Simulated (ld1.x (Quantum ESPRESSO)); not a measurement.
**Which change was made? (Al, ultrasoft)**

ld1.x (Quantum ESPRESSO) 7.5 input, shortened:

```
&input
   title='Al', zed=13., rel=1, dft='PBE', iswitch=3,
   config='[Ne] 3s2 3p1 3d-2'
 /
 &inputp
   pseudotype=3, tm=.true., lloc=-1, rcloc=2.25,
   nlcc=.true., new_core_ps=.true., rcore=1.50,
   which_augfun='PSQ', rmatch_augfun_nc=.true.
 /
6
3S  1  0   2.00   0.00  1.45  1.85  0.0
3S  1  0   0.00   1.30  1.45  1.85  0.0
3P  2  1   1.00   0.00  1.75  2.40  0.0
3P  2  1   0.00   4.55  1.75  2.40  0.0
3D  3  2  -2.00   0.15  1.75  2.15  0.0
3D  3  2  -2.00   2.35  1.75  2.15  0.0
 &test
   configts(1)='3s2 3p1'
 /
```

Cutoffs, loose and tight: the cutoffs (Ry, on a coarse ladder) from which the occupation-weighted sum of valence levels, in a spherical-Bessel basis at the reference potential, stays within 10 and 1 mRy of its value at 400 Ry. They do not see the model core or the augmentation charge, which bear on the density cutoff. Test errors are all-electron minus pseudo excitation energies from the reference, over the configurations 3s2 3p0; 3s1 3p0; 3s2 3p0.5; 3s1 3p1; 3s2 3p1.3; 3s1 3p2; 3s0 3p3; variants that change the core or the reference have their own tests.

The base gives: outcome: generated; cutoff, loose: 8 Ry; cutoff, tight: 12 Ry; bound ghosts: none; largest test error (meV): -14.

(1) After one change the result is: outcome: generated; cutoff, loose: 8 Ry; cutoff, tight: 12 Ry; bound ghosts: none; largest test error (meV): +15. Which change was it?
A. core correction Bessel-smoothed model core inside 0.92 bohr
B. reference 3s1 3p0
C. wave 3p channel at 4.55 Ry: rcut 1.75, rcutus 2.40 bohr becomes 3p channel at 2.05 Ry: rcut 1.75, rcutus 2.40 bohr

Answers

(1) B. The others give: wave 3p channel at 4.55 Ry: rcut 1.75, rcutus 2.40 bohr becomes 3p channel at 2.05 Ry: rcut 1.75, rcutus 2.40 bohr → outcome: generated; cutoff, loose: 8 Ry; cutoff, tight: 12 Ry; bound ghosts: none; largest test error (meV): -2.2 | core correction Bessel-smoothed model core inside 0.92 bohr → outcome: generated; cutoff, loose: 8 Ry; cutoff, tight: 12 Ry; bound ghosts: none; largest test error (meV): -27.
